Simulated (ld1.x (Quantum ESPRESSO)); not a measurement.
# P: excitation energies, all-electron against TM

ld1.x (Quantum ESPRESSO) 7.5 input, shortened:

```
&input
   title='P', zed=15., rel=0, dft='PZ', iswitch=3,
   config='[Ne] 3s1 3p4'
 /
 &inputp
   pseudotype=2, tm=.true., lloc=-1, rcloc=1.80,
   nlcc=.false.
 /
2
3S  1  0   1.00   0.00  1.35  1.35  0.0
3P  2  1   4.00   0.00  1.85  1.85  0.0
 &test
   configts(1)='3s1 3p4'
 /
```

Energies are relative to the spin-unpolarised reference configuration 3s1 3p4; without spin polarisation the order of configurations can differ from experiment. Spin-polarised rows fill each open shell by Hund’s rule, majority spin first.

Give the all-electron excitation energy and the error of the potential for: 3s2 3p3; 3s2 3p2; 3s2 3p1; 3s2 3p3.3; 3s0 3p5; 3s1 3p3; 3s1 3p0; 3s1 3p4 (spin-polarised); 3s2 3p3 (spin-polarised).

```
   valence configuration  charge  ΔE all-electron (eV)  error AE − PS (meV)
                 3s2 3p3       0                -8.407                 +3.0
                 3s2 3p2      +1                 1.426                 +3.3
                 3s2 3p1      +2                20.687                  +30
               3s2 3p3.3    -0.3                -9.747                 +3.9
                 3s0 3p5       0                 8.547                 +3.3
                 3s1 3p3      +1                10.401                 +5.3
                 3s1 3p0      +4               102.656                 +484
3s1 3p4 (spin-polarised)       0                -1.769                 +235
3s2 3p3 (spin-polarised)       0                -9.917                 +124
```
